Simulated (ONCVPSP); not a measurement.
## Logarithmic derivatives: Cd (Z = 48), ONCV

Cd, optimised norm-conserving Vanderbilt (ONCV), made with ONCVPSP 4.0.1 (revPBE, fully relativistic). Core [Ar] 3d10, reference 4s2 4p6 4d10 5s2. Waves: 4s+5s: rc 1.25 bohr, ncon 3, nbas 8, qcut 11.3 1/bohr, 2 projectors; 4p: rc 1.40 bohr, ncon 4, nbas 8, qcut 10.1 1/bohr, 1 projector; 4d: rc 1.60 bohr, ncon 5, nbas 10, qcut 9.2 1/bohr, 3 projectors, debl 2.6 Ha. Local part: polynomial inside 0.80 bohr (lpopt 5, dvloc0 3 Ha). Core correction: none.

Open shells are filled in proportion to 2j + 1.

The phase is arctan(r·R′/R) of the radial function R(r), unwrapped; energies in Ha, scanned from -5 to 5 Ha. A pole is an energy at which the radial function vanishes at the test radius. The pseudo phase is shifted by a multiple of π to meet the all-electron one at the reference energy, and phase errors are pseudo minus all-electron; the curves can meet again beyond the range given. Levels narrower than the energy grid can be missing from the lists of poles.

```json
{"channel": "s", "radius (bohr)": "1.27", "reference energy (Ha)": "-0.20", "poles, all-electron": "-2.56", "poles, pseudo": "-2.56", "unbroken range about the reference energy with phases within 0.05 rad": "below 4.6", "phase error 1 Ha above the reference energy (rad)": "-0.000"}
{"channel": "p3/2", "radius (bohr)": "1.42", "reference energy (Ha)": "-2.39", "poles, all-electron": "-1.41", "poles, pseudo": "-1.43", "unbroken range about the reference energy with phases within 0.05 rad": "below 0.7", "phase error 1 Ha above the reference energy (rad)": "-0.004"}
{"channel": "p1/2", "radius (bohr)": "1.42", "reference energy (Ha)": "-2.61", "poles, all-electron": "-1.74", "poles, pseudo": "-1.75", "unbroken range about the reference energy with phases within 0.05 rad": "below 0.5", "phase error 1 Ha above the reference energy (rad)": "-0.003"}
{"channel": "d5/2", "radius (bohr)": "1.63", "reference energy (Ha)": "-0.42", "poles, all-electron": "0.46", "poles, pseudo": "0.46", "unbroken range about the reference energy with phases within 0.05 rad": "the whole range", "phase error 1 Ha above the reference energy (rad)": "-0.000"}
{"channel": "d3/2", "radius (bohr)": "1.63", "reference energy (Ha)": "-0.44", "poles, all-electron": "0.41", "poles, pseudo": "0.41", "unbroken range about the reference energy with phases within 0.05 rad": "the whole range", "phase error 1 Ha above the reference energy (rad)": "+0.000"}
```

Phases in the d3/2 channel:

```json
{"E (Ha)": "-4.96", "all-electron": "1.316", "pseudo": "1.316"}
{"E (Ha)": "-4.48", "all-electron": "1.296", "pseudo": "1.296"}
{"E (Ha)": "-4.00", "all-electron": "1.272", "pseudo": "1.272"}
{"E (Ha)": "-3.52", "all-electron": "1.239", "pseudo": "1.239"}
{"E (Ha)": "-3.04", "all-electron": "1.194", "pseudo": "1.194"}
{"E (Ha)": "-2.56", "all-electron": "1.125", "pseudo": "1.125"}
{"E (Ha)": "-2.08", "all-electron": "1.007", "pseudo": "1.007"}
{"E (Ha)": "-1.60", "all-electron": "0.753", "pseudo": "0.753"}
{"E (Ha)": "-1.12", "all-electron": "0.040", "pseudo": "0.040"}
{"E (Ha)": "-0.64", "all-electron": "-0.962", "pseudo": "-0.962"}
{"E (Ha)": "-0.16", "all-electron": "-1.370", "pseudo": "-1.370"}
{"E (Ha)": "0.32", "all-electron": "-1.548", "pseudo": "-1.548"}
{"E (Ha)": "0.80", "all-electron": "-1.659", "pseudo": "-1.659"}
{"E (Ha)": "1.28", "all-electron": "-1.752", "pseudo": "-1.752"}
{"E (Ha)": "1.76", "all-electron": "-1.852", "pseudo": "-1.852"}
{"E (Ha)": "2.24", "all-electron": "-1.989", "pseudo": "-1.989"}
{"E (Ha)": "2.72", "all-electron": "-2.219", "pseudo": "-2.219"}
{"E (Ha)": "3.20", "all-electron": "-2.688", "pseudo": "-2.688"}
{"E (Ha)": "3.68", "all-electron": "-3.458", "pseudo": "-3.458"}
{"E (Ha)": "4.16", "all-electron": "-4.008", "pseudo": "-4.008"}
{"E (Ha)": "4.64", "all-electron": "-4.269", "pseudo": "-4.269"}
```
